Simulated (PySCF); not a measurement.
Correlation energy of Ti+ (titanium, charge +1)

[Ar] 3d2 4s1, high-spin 4F determinant. All numbers are calculated (PySCF 2.14, no relativity, point nucleus, in def2-TZVPPD (6s6p4d2f1g, 67 functions)). Frozen: [Ar]; 3 electrons correlated.

```
  level  correlation energy (mhartree)
   CCSD                         -13.66
    (T)                          -0.08
CCSD(T)                         -13.74
```

Diagnostics: T1 = 0.0056, D1 = 0.0092, largest double amplitude 0.024.

Question: Is a single reference adequate?

Answer: Yes: T1 lies below 0.03 and no double amplitude reaches 0.07.
